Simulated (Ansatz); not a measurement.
CCl2FGeNO (`O=C=[N][Ge]([F])([Cl])[Cl]`). Total charge 0; spin multiplicity 1. All single points use the PBE0-D4/def2-TZVP geometry. It is one conformer, not always the lowest.

```xyz
7

O     2.386   -0.727   -1.599
C     1.656   -0.457   -0.742
N     0.964   -0.182    0.208
Ge   -0.759    0.229    0.491
F    -0.901    0.486    2.172
Cl   -2.038   -1.360   -0.038
Cl   -1.309    2.011   -0.491
```

What is the dipole moment at PBE/def2-TZVPP? (Estimate.)

The calculation gave: 0.71 D, with components (-0.38, 0.00, -0.59) D in this frame, pointing from negative to positive charge.

And with r2SCAN, B3LYP, ωB97M-V? (An estimate is asked.)

The calculation gave: r2SCAN 0.71 D, B3LYP 0.78 D, ωB97M-V 0.80 D.

Give the Mulliken charges with PBE, r2SCAN, B3LYP in def2-TZVPP. (An estimate is asked.)

Ansatz gave: 
```csv
atom,PBE,r2SCAN,B3LYP
O1,-0.13,-0.19,-0.17
C2,0.19,0.32,0.26
N3,-0.19,-0.31,-0.26
Ge4,0.82,0.95,0.92
F5,-0.28,-0.32,-0.33
Cl6,-0.20,-0.23,-0.22
Cl7,-0.20,-0.23,-0.22
```

B3LYP here is the variant with VWN-RPA as its local correlation; programs differ in this.
